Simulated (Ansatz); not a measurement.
Input file for `[SiH3][GeH2][GeH2][SiH2][SiH2][GeH3]`:

```yaml
crystal:
  periodic: [false, false, false]
  atoms:
    - {symbol: Si, position_ang: [-2.092908, 1.789655, 0.122015]}
    - {symbol: Ge, position_ang: [-1.757356, 0.061691, 1.723536]}
    - {symbol: Ge, position_ang: [0.586968, -0.491542, 2.048066]}
    - {symbol: Si, position_ang: [1.323583, -2.034708, 0.390975]}
    - {symbol: Si, position_ang: [0.656538, -1.250607, -1.703868]}
    - {symbol: Ge, position_ang: [1.503576, 0.951947, -2.020158]}
    - {symbol: H, position_ang: [-1.701256, 1.330606, -1.236459]}
    - {symbol: H, position_ang: [-1.271644, 2.974952, 0.483011]}
    - {symbol: H, position_ang: [-3.526421, 2.186067, 0.093249]}
    - {symbol: H, position_ang: [-2.355217, 0.516024, 3.069791]}
    - {symbol: H, position_ang: [-2.514447, -1.208837, 1.289748]}
    - {symbol: H, position_ang: [1.421053, 0.801083, 1.968786]}
    - {symbol: H, position_ang: [0.779181, -1.087170, 3.456482]}
    - {symbol: H, position_ang: [0.721004, -3.367603, 0.671936]}
    - {symbol: H, position_ang: [2.806525, -2.168658, 0.435190]}
    - {symbol: H, position_ang: [1.138748, -2.134103, -2.801613]}
    - {symbol: H, position_ang: [-0.831682, -1.219816, -1.749174]}
    - {symbol: H, position_ang: [3.031168, 0.903328, -2.196418]}
    - {symbol: H, position_ang: [0.886869, 1.626322, -3.256542]}
    - {symbol: H, position_ang: [1.195718, 1.821381, -0.788552]}
basis:
  gaussian: {orbitals: def2-TZVPP}
correlation: {method: ccsd_t}
output: {orbitals: {seedname: orbitals}}
```

```sh
$ ansatz run in.yaml --threads 6 --pin off --events-out ev --progress --plain --backend cuda
```

Log, shortened:

```
Functional definition: HF
2741 factors; integrals over basis functions are off by at most 1.1e-3 eV
mean field evaluation 1: about -193226.8424 eV, gradient 2.3e1 eV
mean field evaluation 2: about -193227.1484 eV, gradient 2.3e1 eV
mean field evaluation 4: about -193230.3840 eV, gradient 5.3e0 eV
mean field evaluation 8: about -193230.4303 eV, gradient 2.1e-1 eV
mean field evaluation 16: about -193230.4305 eV, gradient 1.5e-6 eV
mean field -193230.43050666 eV, -7101.0873448297 hartree, gradient 1.5e-6 eV, S^2 0.000000; 0 other end points of the search recorded, 0 dependent functions left out
42 core orbitals not correlated: weight in the atoms' cores, before any rotation towards them, 1.000 or more for the frozen orbitals, at most 0.000 for the correlated occupied ones
reference -193230.43050666 eV, -7101.0873448297 hartree; 34, 34 occupied and 390, 390 virtual orbitals, 2741 factors
second order -32.05699072 eV of doubles, -0.00000000 eV of singles
cycle   1  -33.18005600 eV  change    -1.1e0 eV  update   1.5e-1
cycle   2  -34.46427620 eV  change    -1.3e0 eV  update   4.5e-2
cycle   3  -34.58187535 eV  change   -1.2e-1 eV  update   2.0e-2
cycle   4  -34.56788810 eV  change    1.4e-2 eV  update   5.0e-3
cycle   5  -34.56572992 eV  change    2.2e-3 eV  update   1.5e-3
cycle   6  -34.56452155 eV  change    1.2e-3 eV  update   4.3e-4
cycle   7  -34.56441143 eV  change    1.1e-4 eV  update   1.2e-4
cycle   8  -34.56446512 eV  change   -5.4e-5 eV  update   3.9e-5
perturbative correction -1.29267782 eV, -0.0475050337 hartree
Total energy: -193266.28764960 eV, -7102.4050705279 hartree
```

Hardware: 6 threads of an AMD EPYC 7R13 on a shared host and a share of an NVIDIA H100 80 GB. Wall time 29 s, peak host memory 1 GiB.

Correlation energy per correlated electron: -0.527 eV. T1 diagnostic: 0.0125.
